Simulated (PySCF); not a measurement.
# Orbital energies and ionisation energy

Species: C4H15BN2O2Si.
Cartesian coordinates in Å at the PBE0-D3(BJ)/def2-SVP level; atoms count from 1:
```xyz
25
C4H15BN2O2Si angstrom
C      1.9754   -0.4226    1.1857
N      1.4440    0.6160    0.3233
C      2.1194    1.8875    0.4710
Si     0.7621    0.1033   -1.2253
N     -0.7636   -0.6740   -1.0409
C     -0.8905   -2.0886   -0.7968
C     -1.9414    0.1044   -0.6666
B     -2.1136    0.3492    0.9114
O     -3.3405    0.3432    1.5115
O     -1.0467    0.6207    1.6894
H      1.8983   -0.1280    2.2468
H      1.3995   -1.3534    1.0667
H      3.0383   -0.6508    0.9731
H      1.6633    2.6426   -0.1859
H      2.0332    2.2519    1.5098
H      3.1991    1.8327    0.2276
H      1.6649   -0.8779   -1.9029
H      0.5883    1.3716   -1.9907
H      0.0211   -2.6193   -1.1116
H     -1.7355   -2.5154   -1.3694
H     -1.0664   -2.3273    0.2721
H     -1.8722    1.1021   -1.1424
H     -2.8377   -0.3618   -1.1227
H     -4.0445    0.1208    0.8979
H     -0.2017    0.6764    1.1908
```

Level: CAM-B3LYP/def2-SVPD (PySCF). Frontier orbitals with their largest atomic shares (Löwdin; up to four atoms above 4 %):

| orbital | ε (eV) | main atoms |
| --- | --- | --- |
| HOMO−3 | -10.49 | O10 25 %, O9 21 %, C7 13 %, B8 10 % |
| HOMO−2 | -10.33 | O10 47 %, O9 30 %, B8 9 % |
| HOMO−1 | -8.32 | N2 47 %, C3 8 %, C1 7 %, Si4 7 % |
| HOMO | -7.69 | ? |
| LUMO | 0.75 | B8 35 %, O9 13 %, H24 9 %, H23 6 % |
| LUMO+1 | 1.29 | C3 14 %, Si4 14 %, C1 9 %, H16 9 % |
| LUMO+2 | 1.50 | Si4 19 %, C6 10 %, O9 8 %, H17 8 % |

Task: What vertical ionisation energy does ΔSCF give, and how far is −ε(HOMO) from it?

Result: ΔSCF: 8.21 eV (792 kJ/mol; threshold wavelength 151 nm); ⟨S²⟩ of the doublet left behind is 0.757, against 0.75 for a pure doublet. −ε(HOMO) is 7.69 eV, 0.52 eV below it. In exact Kohn–Sham theory the two would be equal; CAM-B3LYP (range-separated hybrid) falls short of its own ΔSCF value by 6 %. Holes in the HOMO−1 and HOMO−2 were tried too where these lie within 1.2 eV of the HOMO; the lowest converged state counts.

Task: On which atoms does the HOMO lie?

Result: N5 (silicon-bound nitrogen) 46 %, C7 (sp3 carbon bound to nitrogen) 10 %, N2 (silicon-bound nitrogen) 8 %, C6 (N-methyl carbon) 8 %. The HOMO−1 lies 0.63 eV lower.

Task: How many of the 10 lowest singlet excitations (vertical TDDFT, same level) lie below the ionisation energy?

Result: All 10; they run from 5.77 to 7.35 eV.

Task: Shift the occupied levels rigidly so that −ε(HOMO) equals the ΔSCF value. What binding energies result?

Result: The shift is +0.52 eV: HOMO 8.21, HOMO−1 8.84, HOMO−2 10.85, HOMO−3 11.01 eV. A rigid shift is only a rough guide to the deeper ionisations.

Task: What kinetic energy would electrons from this vertical process carry with He I light (21.218 eV)?

Result: 21.22 − 8.21 = 13.01 eV.

Task: What total energies stand behind the ΔSCF value?

Result: E(N) = -735.30455 Eh and E(N − 1) = -735.00301 Eh at the same geometry, 0.30154 Eh apart.

One conformer (not necessarily the lowest) at the PBE0-D3(BJ)/def2-SVP geometry, without solvent, vibrations or thermal averaging.

The run behind these numbers computed excited states and ΔSCF ions as well. Time: 11 min wall; peak memory 1.9 GiB. Hardware: one thread of an Arm Neoverse V2 (shared host).
